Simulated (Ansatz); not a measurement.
Mulliken charges of `[NH2][In]([Cl])[Cl]` from PBE/def2-TZVPP in Ansatz (PBE0-D4/def2-TZVP geometry).

```
atom   x (Å)   y (Å)   z (Å)  charge (e)
  N1  -0.150   1.202  -0.299      -0.430
 In2   0.215  -0.726   0.083       0.781
 Cl3  -0.566  -2.395  -1.307      -0.333
 Cl4   1.623  -1.367   1.796      -0.333
  H5  -0.080   1.827   0.492       0.158
  H6  -1.000   1.395  -0.811       0.158
```

Question: By hand: the dipole of these point charges (1 e Å = 4.8032 D).

Answer: Σ q r = (-0.290, 0.678, -0.020) e Å, of length 0.738 e Å = 3.54 D.

Question: How does the dipole of the full density compare? (Estimate.)

Answer: Computed: (-0.292, 0.532, 0.030) e Å, 2.92 D; the point charges give 1.21 times that, at 7° from its direction.

Point charges leave out the atoms' own dipoles, such as those of lone pairs, and Mulliken's split depends on the basis, so the two needn't agree.
